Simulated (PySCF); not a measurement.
**Computed spin Hamiltonian**

Species: C₃H₆NSSi (doublet state).
Structure used (GFN2-xTB), in Å, numbered top down from 1:
```
atom  x, y, z in Å
N1    -3.2482   -0.5633    0.1077
C2    -2.0677   -0.3225    0.4750
C3    -0.9545   -0.9617   -0.2131
C4     0.3155   -0.7166    0.0280
S5     1.2012    0.1239    1.1784
Si6    2.7369    0.8561   -0.1912
H7    -3.9819   -0.0896    0.6273
H8    -1.7687    0.3507    1.2896
H9    -1.2389   -1.6445   -1.0025
H10    3.3124   -0.3215   -0.8226
H11    3.6370    1.5668    0.7023
H12    2.0581    1.7216   -1.1459
```

The hyperfine couplings belong to this conformer and change with its torsions.

The species is `C(/C=[C]\S[SiH3])=N\[H]` [radical].

The calculation used UKS B3LYP, pcH-1 on C H N S Si, non-relativistic, mean-field spin-orbit, GIAO in PySCF 2.14.0. Geometry: GFN2-xTB, one conformer, isolated molecule. Couplings are sensitive to structure, and on GFN2-xTB geometries they can be far from those on DFT ones. No stability test was run, so a lower SCF solution isn't excluded.

```json
{
  "g1, g2, g3": "2.00107, 2.00230, 2.00567",
  "g_iso": "2.00301",
  "Form of g": "rhombic: the two nearest values differ by 27 % of g3 − g1",
  "⟨S²⟩": "0.7582 (exact 0.7500)",
  "HOMO–LUMO gap, α and β orbitals": "4.53, 3.96 eV"
}
```

Isotropic coupling and dipolar principal values T1 to T3, in 10⁻⁴ cm⁻¹; ρ(0) is the spin density at the nucleus (1 × 10⁻⁴ cm⁻¹ = 2.998 MHz):

| atom | isotope | a_iso | of which spin–orbit | T1 | T2 | T3 | Mulliken spin population | ρ(0) (bohr⁻³) |
| --- | --- | --- | --- | --- | --- | --- | --- | --- |
| N1 | 14N | 1.4 | 0.0 | -0.9 | 0.3 | 0.6 | -0.02 | 0.0126 |
| C2 | 13C | 21.9 | 0.0 | -2.1 | -1.2 | 3.3 | 0.06 | 0.0583 |
| C3 | 13C | 2.3 | 0.0 | -4.9 | -0.2 | 5.1 | -0.08 | 0.0062 |
| C4 | 13C | 110.6 | 0.0 | -23.2 | -17.5 | 40.7 | 0.83 | 0.2949 |
| S5 | 33S | -1.5 | 0.0 | -7.2 | -5.6 | 12.8 | 0.15 | -0.0129 |
| Si6 | 29Si | -13.6 | 0.0 | -2.0 | 1.0 | 1.0 | 0.02 | 0.0459 |
| H7 | 1H | 4.5 | 0.0 | -0.4 | -0.2 | 0.6 | 0.01 | 0.0030 |
| H8 | 1H | -0.2 | 0.0 | -1.4 | -0.2 | 1.6 | 0.00 | -0.0001 |
| H9 | 1H | 27.2 | 0.0 | -2.5 | -1.4 | 3.9 | 0.03 | 0.0182 |
| H10 | 1H | 0.5 | 0.0 | -1.1 | -0.6 | 1.8 | 0.01 | 0.0003 |
| H11 | 1H | 2.4 | 0.0 | -0.5 | -0.4 | 1.0 | 0.01 | 0.0016 |
| H12 | 1H | 0.7 | 0.0 | -0.8 | -0.6 | 1.3 | 0.00 | 0.0005 |

Largest spin populations (Mulliken): C4 (+0.83), S5 (+0.15) and C3 (-0.08). The positive populations add up to 1.11 and the negative ones to -0.11, together 2S = 1.

Axes: g2 points within 14° of the C4–S5 bond.

Under fast tumbling the dipolar parts average out, and these isotropic splittings remain: 1 × 1H (H9, I = 1/2, 2 lines) with 2.91 mT, 1 × 1H (H7, I = 1/2, 2 lines) with 0.48 mT, 1 × 14N (N1, I = 1, 3 lines) with 0.15 mT and 3 × 1H (H10/H11/H12, I = 1/2, 4 lines) with 0.13 mT.

Means are taken over nuclei equivalent by connectivity, which assumes that they swap fast. The three 1H nuclei of mean +3.7 MHz run from 1.5 to 7.2 MHz in the frozen geometry.

The 13C coupling of C4 (331.6 MHz) shows only in satellite lines or after enrichment, since that isotope makes up about 1.07 % of natural carbon.

The 29Si coupling of Si6 (-40.7 MHz) shows only in satellite lines or after enrichment, since that isotope makes up about 4.7 % of natural silicon.
